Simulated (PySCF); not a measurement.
Computed shifts of a molecule C2H7F2NSi, PBE/pcSseg-1 (PySCF), GIAO, gas phase, equivalent atoms averaged, in ppm (number of nuclei): ¹³C: 11.6 (1), 9.2 (1). ²⁹Si: -19.2 (1). ¹⁵N: 31.6 (1). ¹⁹F: -149.2 (1), -193.0 (1). ¹H: 1.36 (3), 1.22 (1), 1.03 (1), 0.86 (1), 0.77 (1). References: ¹³C against TMS (σ = 182.0 ppm); ²⁹Si against TMS (σ = 335.4 ppm); ¹⁵N against NH3 (σ = 267.0 ppm); ¹⁹F against CFCl3 (σ = 133.6 ppm); ¹H against TMS (σ = 31.49 ppm), references at their B3LYP-D3(BJ)/def2-TZVP geometries, non-relativistic. Coordinates come from a B3LYP-D3(BJ)/def2-SVP optimisation. The values are those of a single conformer.

**Question.** Which structure fits?
(A) CC[Si](N)(F)F
(B) CN[SiH2]C(F)F
(C) CN[Si](C)(F)F
(D) NC[Si@@H](F)CF

**Answer.** A, CC[Si](N)(F)F
